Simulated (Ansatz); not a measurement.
Energy needed to pull apart CH$_{5}$AsSi (SMILES C=[SiH][AsH2]), closed shell, into free ground-state atoms, from the structure below (displaced at random from a GFN2-xTB minimum); no zero-point or spin–orbit terms; open-shell atoms are treated unrestricted, in their ground-state multiplicity.

```json
{"atom": "C1", "x (Å)": "-1.1109", "y (Å)": "1.1558", "z (Å)": "-0.9509"}
{"atom": "Si2", "x (Å)": "0.3139", "y (Å)": "0.5665", "z (Å)": "0.1279"}
{"atom": "As3", "x (Å)": "1.1742", "y (Å)": "-1.7465", "z (Å)": "-0.1360"}
{"atom": "H4", "x (Å)": "-1.6828", "y (Å)": "0.4921", "z (Å)": "-1.6155"}
{"atom": "H5", "x (Å)": "-1.5799", "y (Å)": "2.1111", "z (Å)": "-0.6647"}
{"atom": "H6", "x (Å)": "1.0312", "y (Å)": "1.4537", "z (Å)": "1.1595"}
{"atom": "H7", "x (Å)": "1.9682", "y (Å)": "-1.7427", "z (Å)": "1.1916"}
{"atom": "H8", "x (Å)": "-0.0054", "y (Å)": "-2.3623", "z (Å)": "0.5764"}
```

Program: Ansatz 0.2.0. Basis: def2-TZVPP. Cores are frozen in the correlated methods. Filled d shells of the heavier atoms are correlated. The def2 sets are not built for correlating such inner shells, so the correlated values are less sure here.

```tsv
method	atomization energy (eV)
PBE-D4	24.83
revPBE-D4	24.36
r2SCAN-D4	24.50
PBE0-D4	?
BHLYP-D4	?
wB97M-V	24.28
HF	16.72
MP2	23.56
CCSD	23.29
CCSD(T)	23.78
```

Q: What does PBE0-D4 give? (Judge from chemistry; the value comes from the calculation.)

A: By the calculation: 24.26 eV, which is about 0.48 eV more than CCSD(T)/def2-TZVPP.

Q: What does BHLYP-D4 give? (Judge from chemistry; the value comes from the calculation.)

A: By the calculation: 23.72 eV, which is about 0.06 eV less than CCSD(T)/def2-TZVPP.

In triple zeta the MP2 and coupled-cluster atomization energies are still short of their basis limit by a few kcal/mol a bond, whereas those of the functionals are nearly converged, so these differences are not deviations from converged CCSD(T).

T1 diagnostic: at most 0.015. The restricted Hartree–Fock reference is unstable towards an unrestricted one here.

For scale, one of the runs: CCSD(T)/def2-TZVPP forces, 191 basis functions (an equivalent command: `ansatz run in.yaml --threads 4`). Hardware: 4 CPU threads, shared host. Wall time 3.6 min; peak host memory 3.7 GiB.
